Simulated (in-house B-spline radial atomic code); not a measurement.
RPA and G0W0 on wB97X: Hf V (Hf4+)

Configuration [Xe] 4f14, mean-field start wB97X. Computed with a B-spline radial code for spherical atoms: all electrons, scalar-relativistic (spin-free one-electron X2C), finite nucleus, each spin shell either full or empty, empty states to l = 9 with an (l + 1/2)⁻⁴ tail; G0W0 by contour deformation at full frequency.

Without the two-electron picture change, the correlation of inner shells comes somewhat too large for so heavy an element.

Command:
```bash
python run_gw.py task.json out
```
Settings (radii: box in bohr, nucleus in fm):
```
Z                        72
electrons                68
configuration            [Xe] 4f14
hamiltonian              x2c
method                   wb97x
lmax                     9
rms_radius               5.347
spin_polarised           False
box_radius               11.96
intervals                67
```

Cost of the run: 3.3 s on 1 thread of AMD EPYC 9R14 (shared host).

Energies (hartree):

```
                                     term         value
                         mean-field total  -15076.73228
Hartree-Fock functional on these orbitals  -15070.82625
                      direct second order       -7.2778
                    second-order exchange        1.7927
                         SOSEX correction        1.6606
```

**Question.** What is the RPA correlation energy, and what remains with SOSEX?

**Answer.** RPA gives -6.2012 hartree (-2.48 eV per electron); RPA + SOSEX gives -4.5405, and the second-order doubles -5.4851 hartree (no singles). SOSEX takes back 27 % of the RPA value.

Quasi-particle levels (eV):

```
level  occupied  mean field  Σx - vxc     Σc  QP weight    G0W0
   4f       yes      -63.71     -9.86      ?          ?       ?
   5p       yes      -80.30     -3.50  -0.68      0.962  -84.48
   5d        no      -34.05      2.45  -1.54      0.977  -33.14
```

G0W0 = mean field + (Σx - vxc) + Σc, with Σc (partial-wave tail included) taken at the quasi-particle energy. Only the outer levels were computed. Levels of low weight are left out.

**Question.** Where does G0W0 put 4f?

**Answer.** At -69.66 eV, with Σc = 3.91 eV and a quasi-particle weight of 0.932. The tabulated removal energy is 68.37 ± 0.04 eV (NIST, semi-empirical); the calculation leaves out spin-orbit coupling, Breit and QED terms, and what these don't explain is the method's own error.
